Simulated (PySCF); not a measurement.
In(Br)(Me)(OH) (CH4BrInO), SMILES [OH][In]([Br])[CH3]. Atoms are numbered in the order given.

```xyz
8

In    -0.5850     0.0352     0.3696
Br     1.5395    -0.1035    -0.9588
C     -0.9776    -1.1456     2.1114
H     -0.9602    -2.2084     1.8325
H     -1.9617    -0.8771     2.5181
H     -0.1935    -0.9543     2.8571
O     -1.8455     1.3767    -0.4047
H     -1.4715     1.7978    -1.1923
```

Geometry optimised at r2SCAN-D4/def2-SVP. The structure was generated by enumeration; whether it is a known compound was not checked. The def2 effective core potentials stand for the cores of In; spin–orbit coupling is left out. The values are those of a single conformer.

Method: M06-2X/def2-TZVP (PySCF).

ESP charges are fitted to the potential on shells at 1.4 to 2.0 van der Waals radii. Atomic charges (e):

| atom | ESP fit | Mulliken | Löwdin |
|---|---|---|---|
| In1 | 0.90 | [?] | 0.26 |
| Br2 | -0.37 | [?] | 0.04 |
| C3 | -0.65 | [?] | -0.52 |
| H4 | 0.16 | 0.17 | 0.14 |
| H5 | 0.20 | 0.18 | 0.14 |
| H6 | 0.15 | 0.17 | 0.14 |
| O7 | -0.74 | -0.74 | -0.35 |
| H8 | 0.35 | 0.33 | 0.16 |

Problem. Some entries are withheld; supply them. (An estimate is asked for; the answer gives what the named calculation found.)

Solution. 
- In1, Mulliken: 1.00
- Br2, Mulliken: -0.40
- C3, Mulliken: -0.71
